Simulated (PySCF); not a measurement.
Si(F)2(OMe)(NH2) (CH5F2NOSi), SMILES CO[Si](N)(F)F.

Geometry optimised at B3LYP-D3(BJ)/def2-SVP. The structure was generated by enumeration, and PubChem lists no compound with its InChIKey, so it may never have been made. Other conformers were not sampled.

Computed with TDA-PBE/def2-SVPD (PySCF).

Vertical excitations. Isolated molecule, no solvent.

```
state  energy (eV)  λ (nm)      f          main pairs
-----  -----------  ------  -----  ------------------
S1            6.38     194  0.050      HOMO→LUMO 99 %
S2            6.64     187  0.002   HOMO−1→LUMO 100 %
S3            7.17     173  0.004    HOMO−2→LUMO 99 %
S4            7.39     168  0.003    HOMO→LUMO+1 98 %
S5            7.67     162  0.009    HOMO→LUMO+2 99 %
S6            7.76     160  0.025  HOMO−1→LUMO+1 98 %
S7            7.99     155  0.001   HOMO→LUMO+3 100 %
S8            8.11     153  0.015  HOMO−1→LUMO+2 97 %
S9            8.30     149  0.024  HOMO−2→LUMO+1 97 %
S10           8.40     148  0.001    HOMO→LUMO+4 98 %
T1            6.05     205      0      HOMO→LUMO 99 %
T2            6.52     190      0   HOMO−1→LUMO 100 %
T3            7.06     176      0    HOMO−2→LUMO 99 %
T4            7.26     171      0    HOMO→LUMO+1 99 %
```
Triplets are in the Tamm–Dancoff approximation.
